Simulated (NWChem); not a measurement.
selenium dioxide (SeO2); SMILES O=[Se]=O

This build's default masses of Se (78.918 u) and Br (79.917 u) are each other's, which moves their modes by up to 0.6 %.

Question: Give the equilibrium geometry at B3LYP/6-31G* (spherical d) (NWChem) as a Z-matrix, with the point group.

Answer: point group C2v; any orientation.
```
Se
O 1 1.6237
O 1 1.6237 2 115.22
```
